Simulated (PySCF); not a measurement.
Compound: As2.
Structure used (CAM-B3LYP/def2-TZVP), in Å, numbered top down from 1:
```
atom  x, y, z in Å
As1   -1.032   -0.054    0.056
As2    1.035    0.055   -0.070
```

Method used: CAM-B3LYP/def2-TZVP geometry optimisation, gas phase (PySCF).

Masses are those of the commonest isotopes; rigid-rotor values at the optimised geometry. 

Task: What are the moment of inertia and the rotational constant?

Result: I = 161.170 u·Å², B = 505379 MHz·u·Å²/I = 3136 MHz (0.1046 cm⁻¹, or 0.150 K as hB/k). For two atoms I = μr² with μ = 37.4608 u and r = 2.0742 Å.

Task: List the first levels of a rigid rotor in a Σ state.

Result: E(J) = BJ(J+1): J = 1: 0.209, J = 2: 0.628, J = 3: 1.255, J = 4: 2.092, J = 5: 3.138, J = 6: 4.393 cm⁻¹.

Task: Has it a pure rotational spectrum?

Result: Not by electric dipole: D∞h allows no dipole (computed 0.00 D). Rotational Raman lines (ΔJ = 2) lie at B(4J + 6), spaced by 4B = 0.418 cm⁻¹, with nuclear-spin weights that differ between even and odd J.

Task: Estimate the classical rotational partition function at 10 K, 50 K and 500 K.

Result: Point group D∞h, symmetry number σ = 2; q = kT/(σhB), k/h = 20836.6 MHz/K: 33.2 at 10 K, 166 at 50 K, 1660 at 500 K.

Whether it is a minimum is left open (no frequencies). No vibrational averaging or centrifugal distortion is included, and the geometry carries the error of its method.

Time: 11 s wall; peak memory 0.47 GiB. Hardware: one thread of an Arm Neoverse V1, on a shared host. These figures are those of the optimisation.
